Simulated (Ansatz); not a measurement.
CH$_{8}$AlFSi$_{2}$, SMILES `F[CH]([SiH3])[AlH][SiH3]`. Charge 0, multiplicity 1.

```xyz
13

F     1.356    0.291    2.452
C     0.494   -0.128    1.419
Si    1.372   -1.410    0.343
Al   -0.194    1.397    0.358
Si   -1.697    0.822   -1.499
H    -0.359   -0.645    1.885
H     1.931   -2.523    1.152
H     0.367   -1.938   -0.621
H     2.475   -0.771   -0.426
H     0.292    2.867    0.697
H    -2.612    1.935   -1.880
H    -2.535   -0.368   -1.175
H    -0.889    0.473   -2.704
```

(1) Give the diagnostics of a CCSD(T)/def2-TZVPP run (frozen core, Ansatz). (Estimate.)

Results:

(1) Ansatz gave: T1 = 0.0131, largest single amplitude 0.014, largest double 0.020, (T) share of the correlation energy 3.3 %, 10 CCSD cycles. The RHF solution is stable towards an unrestricted one. T1 lies under the customary mark of 0.02 for closed shells.
